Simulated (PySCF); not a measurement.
dimethylether (C₂H₆O), singlet, at a GFN2-xTB geometry; PySCF with M06L/6-31G.

The PySCF input:
```python
from pyscf import gto, scf, dft

mol = gto.Mole()
mol.atom = '''
    C     0.00099851    1.16873097   -0.19848430
    O    -0.01628759    0.00218327    0.58181294
    C     0.00986179   -1.17018674   -0.18945932
    H    -0.02161777    2.00849292    0.49284563
    H     0.90959852    1.22471949   -0.81180039
    H    -0.87229477    1.21777466   -0.86165763
    H    -0.00640972   -2.00473598    0.50833112
    H    -0.86301533   -1.23096373   -0.85220890
    H     0.91887796   -1.22401890   -0.80235166
'''
mol.basis = '6-31g'
mol.verbose = 4
mol.build()

mf = dft.RKS(mol)
mf.xc = 'm06l'
mf.grids.atom_grid = (99, 590)
mf.kernel()
mf.analyze()
```

The log (banner, timings and long lists left out):

```
PySCF version 2.14.0

[INPUT] verbose = 4
[INPUT] num. atoms = 9
[INPUT] num. electrons = 26
[INPUT] charge = 0
[INPUT] spin (= nelec alpha-beta = 2S) = 0
[INPUT] symmetry False subgroup None
[INPUT] Mole.unit = angstrom
[INPUT] Symbol           X                Y                Z      unit          X                Y                Z       unit  Magmom
[...]
nuclear repulsion = 84.1910321592107
number of shells = 27
number of NR pGTOs = 90
number of NR cGTOs = 39
basis = 6-31g
ecp = {}

******** <class 'pyscf.dft.rks.RKS'> ********
method = RKS
initial guess = minao
damping factor = 0
level_shift factor = 0
DIIS = <class 'pyscf.scf.diis.CDIIS'>
diis_start_cycle = 1
diis_space = 8
diis_damp = 0
SCF conv_tol = 1e-09
SCF conv_tol_grad = None
SCF max_cycles = 50
direct_scf = True
direct_scf_tol = 1e-13
XC library pyscf.dft.libxc version 7.1.2
    S. Lehtola, C. Steigemann, M. J. T. Oliveira, and M. A. L. Marques,  SoftwareX 7, 1–5 (2018)
XC functionals = m06l
    Y. Zhao and D. G. Truhlar,  J. Chem. Phys. 125, 194101 (2006)
    Y. Zhao and D. G. Truhlar,  J. Chem. Phys. 125, 194101 (2006)
    Y. Zhao and D. G. Truhlar,  Theor. Chem. Acc. 120, 215 (2008)
radial grids:
    Treutler-Ahlrichs [JCP 102, 346 (1995); DOI:10.1063/1.469408] (M4) radial grids

becke partition: Becke, JCP 88, 2547 (1988); DOI:10.1063/1.454033
pruning grids: <function nwchem_prune>
grids dens level: 3
symmetrized grids: False
atomic radii adjust function: <function treutler_atomic_radii_adjust>
User specified grid scheme (99, 590)
small_rho_cutoff = 0
Set gradient conv threshold to 3.16228e-05
Initial guess from minao.
tot grids = 293120
init E= -155.028902798425
[...]
cycle= 1 E= -154.884161408519  delta_E= 0.145  |g|= 0.543  |ddm|= 2.47
[...]
cycle= 2 E= -154.751223934071  delta_E= 0.133  |g|= 0.973  |ddm|= 1.72
[...]
cycle= 3 E= -154.94628406134  delta_E= -0.195  |g|= 0.0771  |ddm|= 1.22
[...]
cycle= 4 E= -154.947502731254  delta_E= -0.00122  |g|= 0.0289  |ddm|= 0.0806
[...]
cycle= 5 E= -154.947723244761  delta_E= -0.000221  |g|= 0.00305  |ddm|= 0.0298
[...]
cycle= 6 E= -154.947725801002  delta_E= -2.56e-06  |g|= 0.000211  |ddm|= 0.00399
[...]
cycle= 7 E= -154.947725812956  delta_E= -1.2e-08  |g|= 3.91e-05  |ddm|= 0.000435
[...]
cycle= 8 E= -154.947725813449  delta_E= -4.93e-10  |g|= 5.78e-06  |ddm|= 6.52e-05
[...]
Extra cycle  E= -154.94772581346  delta_E= -1.13e-11  |g|= 4.85e-06  |ddm|= 2.45e-05
converged SCF energy = -154.94772581346
**** SCF Summaries ****
Total Energy =                        -154.947725813459783
Nuclear Repulsion Energy =              84.191032159210749
One-electron Energy =                 -376.146985985371828
Two-electron Energy =                  137.008228012701295
Two-electron Coulomb Energy =          158.696278090830617
DFT Exchange-Correlation Energy =      -21.688050078129312
HOMO-LUMO gap [eV] =                     8.046292193072963
**** MO energy ****
[...]
 ** Mulliken pop on meta-lowdin orthogonal AOs  **
 ** Mulliken pop  **
[...]
 ** Mulliken atomic charges  **
charge of    0C =     -0.12174
charge of    1O =     -0.37415
charge of    2C =     -0.12174
charge of    3H =      0.12717
charge of    4H =      0.09082
charge of    5H =      0.09082
charge of    6H =      0.12717
charge of    7H =      0.09082
charge of    8H =      0.09082
Dipole moment(X, Y, Z, Debye):  0.04299, -0.00577, -1.53549
```
